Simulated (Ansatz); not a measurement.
Start from `C[O][SbH][SiH3]` and change one atom or group to get `CC[O][SbH][SiH3]`.

Ansatz, PBE0-D4/def2-TZVP geometries, multiplicity 1. Each molecule was computed in one conformer, which needn't be the lowest.

Elements past krypton have def2 core potentials.

| property | `C[O][SbH][SiH3]` |
| --- | --- |
| LUMO energy (PBE/def2-TZVPP) / eV | -2.08 |
| HOMO energy (ωB97M-V/def2-TZVPP) / eV | -8.89 |
| LUMO energy (ωB97M-V/def2-TZVPP) / eV | 0.47 |
| size of the dipole moment (PBE/def2-TZVPP) / D | 1.03 |
| LUMO energy (PBE0/def2-TZVPP) / eV | -1.28 |
| HOMO–LUMO gap (PBE0/def2-TZVPP) / eV | 5.56 |

(1) Give the same properties after the change, and the shifts. (Estimate.)

## Answers

(1) Ansatz gave: 
| property | `CC[O][SbH][SiH3]` | shift |
| --- | --- | --- |
| LUMO energy (PBE/def2-TZVPP) / eV | -2.02 | 0.06 |
| HOMO energy (ωB97M-V/def2-TZVPP) / eV | -8.88 | 0.01 |
| LUMO energy (ωB97M-V/def2-TZVPP) / eV | 0.51 | 0.04 |
| size of the dipole moment (PBE/def2-TZVPP) / D | 0.95 | -0.08 |
| LUMO energy (PBE0/def2-TZVPP) / eV | -1.23 | 0.05 |
| HOMO–LUMO gap (PBE0/def2-TZVPP) / eV | 5.58 | 0.02 |

Dipoles are sizes alone; their direction can turn.

Spin–orbit coupling is left out; it splits and shifts lone-pair levels of the heavy atoms by tenths of an eV.
